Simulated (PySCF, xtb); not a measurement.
Cu(I) anion (CuI), SMILES [Cu][I] (connectivity only; charge and spin as stated), charge -1, multiplicity 2.

Harmonic wavenumbers (cm⁻¹) from GFN2-xTB (xtb) at its own minimum, in rising order: 201.

Q: What does PBE0-D3(BJ)/def2-TZVPD (PySCF) give at its own minimum? (The exact figures need the calculation; the answer reports its results.)

A: 168. Paired by order, the mean absolute difference is 33 cm⁻¹ and the zero-point energies are 0.3 and 0.2 kcal/mol.
